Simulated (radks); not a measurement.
Isoelectronic series with 18 electrons, all held in the configuration [Ar], which need not be the ground one along the series. All-electron calculation, scalar-relativistic Kohn-Sham, LDA (Slater exchange, Perdew-Wang correlation), spin-polarised, spherical densities, point nucleus. Program: a radial shooting solver on a logarithmic mesh with Libxc functionals. Total energies (hartree) and mean radii <r> (bohr):

ion    E (hartree)      3p      3s       2p       2s
Ar      -527.80919   1.665   1.408   0.3774   0.4157
Sc3+    -760.66212   1.129   1.057   0.3082   0.3446
Cr6+   -1038.83008  0.8719  0.8470   0.2601   0.2936
Co9+   -1362.55982  0.7137  0.7072   0.2248   0.2554
Zn12+  -1732.23743  0.6053  0.6072   0.1977   0.2257
As15+  -2148.33948  0.5258  0.5319   0.1764   0.2020
Kr18+  -2611.42169  0.4649  0.4729   0.1591   0.1826
Mo24+  -3681.13884  0.3774  0.3865   0.1328   0.1526
Rh27+  -4289.28293  0.3447  0.3537   0.1226   0.1408
Cd30+  -4947.43512  0.3172  0.3258   0.1138   0.1306
Sb33+  -5656.57716  0.2937  0.3018   0.1060   0.1216
Xe36+  -6417.79515  0.2732  0.2808  0.09926   0.1136
La39+   -7232.2894  0.2554  0.2623  0.09324   0.1065
Nd42+   -8101.3860  0.2396  0.2458  0.08786   0.1001
Eu45+   -9026.5505  0.2256  0.2311  0.08302  0.09429
